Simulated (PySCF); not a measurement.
H₃AlO₃, triplet, at a GFN2-xTB geometry (such geometries of metal compounds can be far from the true shape) (a higher spin typed on purpose: for a closed-shell molecule this is an excited state). Base run: PBE0/6-31G* run with PySCF.

Input for PySCF:
```python
from pyscf import gto, scf, dft, solvent

mol = gto.M(
    atom='''
Al   -0.24251462    0.06294624   -0.17757849
O    -1.17494106   -1.38910402    0.13847901
H    -1.47273170   -2.23646578    0.46559854
O     0.28567180    1.61991960   -0.78963600
H     0.78511225    2.41494186   -0.96909982
O     1.13336693   -0.29417271    0.82989464
H     1.88752817   -0.48992013    1.38212036
''',
    basis='6-31g*',
    spin=2,
    verbose=3,
)

mf = dft.UKS(mol)
mf.xc = 'pbe0'
mf.kernel()
```

Each row names what was changed in the base input (with any setting that the change needs).

```tsv
change	ΔE vs base (kcal/mol)	dipole (D)
base	0.000	3.23
model = C-PCM; solvent = water	-10.80	4.82
model = IEF-PCM; solvent = water; vdw_scale = 1.4	-6.68	4.44
model = COSMO; solvent = water	-10.72	4.80
model = IEF-PCM; solvent = water; r_probe = 0.5	-4.59	4.23
model = ddCOSMO; solvent = water	-7.20	4.53
model = IEF-PCM; solvent = water; vdw_scale = 1.0	-18.94	5.36
model = IEF-PCM; solvent = n-hexane	-3.64	3.69
model = IEF-PCM; solvent = water; lebedev_order = 41	-10.77	4.81
model = IEF-PCM; solvent = chloroform	-7.40	4.23
model = IEF-PCM; solvent = water; vdw_scale = 1.1	-14.01	5.03
model = SS(V)PE; solvent = water	-10.59	4.76
```

The base is the gas phase, so ΔE is the electrostatic part of solvation at a fixed geometry, without cavity and dispersion terms.

Open shells are given as the SCF converged; they aren't shown to be the lowest states, and a large step between rows can be another state.
